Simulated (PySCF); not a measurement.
Compound: BClH5PSi.
Bonds: Si1–P2, P2–B3, B3–Cl4. Hydrogens: H5, H6, H7 on Si1; H8 on P2; H9 on B3.

Method: PBE0-D3(BJ)/def2-SVP geometry optimisation, gas phase in PySCF 2.14.0; density fitting, grid level 1; the optimiser is geomeTRIC in internal coordinates, started from a GFN2-xTB structure with every atom displaced at random (about 0.01 Å).

Geometry at step 0:
```
atom  x, y, z in Å
Si1    -1.4765   -0.1079   -0.2018
P2      0.3656    1.0881    0.1105
B3      1.5817   -0.1933    0.6266
Cl4     3.0840   -0.4314   -0.2268
H5     -2.4038    0.8354   -0.8969
H6     -1.3250   -1.2860   -1.0211
H7     -1.9682   -0.4488    1.1254
H8      0.7687    1.3118   -1.1994
H9      1.4314   -0.7850    1.6499
```

Q: Give the atomic forces at this geometry.

A: 
```json
{"atom": "Si1", "Fx (eV/Å)": "-0.214", "Fy (eV/Å)": "0.947", "Fz (eV/Å)": "-0.156"}
{"atom": "P2", "Fx (eV/Å)": "-0.264", "Fy (eV/Å)": "0.613", "Fz (eV/Å)": "0.512"}
{"atom": "B3", "Fx (eV/Å)": "0.479", "Fy (eV/Å)": "-0.209", "Fz (eV/Å)": "0.156"}
{"atom": "Cl4", "Fx (eV/Å)": "0.203", "Fy (eV/Å)": "-0.072", "Fz (eV/Å)": "-0.085"}
{"atom": "H5", "Fx (eV/Å)": "-0.100", "Fy (eV/Å)": "-0.071", "Fz (eV/Å)": "0.048"}
{"atom": "H6", "Fx (eV/Å)": "0.148", "Fy (eV/Å)": "-0.851", "Fz (eV/Å)": "-0.520"}
{"atom": "H7", "Fx (eV/Å)": "-0.284", "Fy (eV/Å)": "-0.212", "Fz (eV/Å)": "0.601"}
{"atom": "H8", "Fx (eV/Å)": "0.147", "Fy (eV/Å)": "0.150", "Fz (eV/Å)": "-0.795"}
{"atom": "H9", "Fx (eV/Å)": "-0.116", "Fy (eV/Å)": "-0.294", "Fz (eV/Å)": "0.238"}
```

The largest, 1.01 eV/Å, acts on H6 (Si1 within 3 % of it); the rms over all components is 0.403 eV/Å. The forces sum to zero within rounding, as they must for an isolated molecule in no field.

Q: Give the force on H6 in Eh/bohr and in nN.

A: 1.008 eV/Å ÷ 51.422 = 0.01961 Eh/bohr, and 1.008 eV/Å × 1.602 = 1.62 nN.

Q: How far is this geometry from the end of the optimisation?

A: 0.108 eV above it, and 0.107 Å rms away after alignment. The bonds farthest from their final lengths, with half the difference of the two atoms' forces along the bond (positive lengthens):

```
  bond  now (Å)  final (Å)  force along bond (eV/Å)
Si1–H6    1.443      1.494                    +0.86
 P2–B3    1.840      1.883                    +0.48
Si1–H7    1.456      1.492                    +0.49
Si1–P2    2.218      2.254                    -0.06
 P2–H8    1.389      1.423                    +0.64
 B3–H9    1.192      1.206                    +0.09
```

The angle farthest from its final value is P2–Si1–H5, 103.9° against 107.9°.

Of the 6 listed bonds off by 0.010 Å or more, this force points towards the final length in 5.

The cost below is that of the whole optimisation. Hardware: Arm Neoverse V2, one thread, no GPU, on a shared host. Cost: 17 s, 0.38 GiB resident at most.
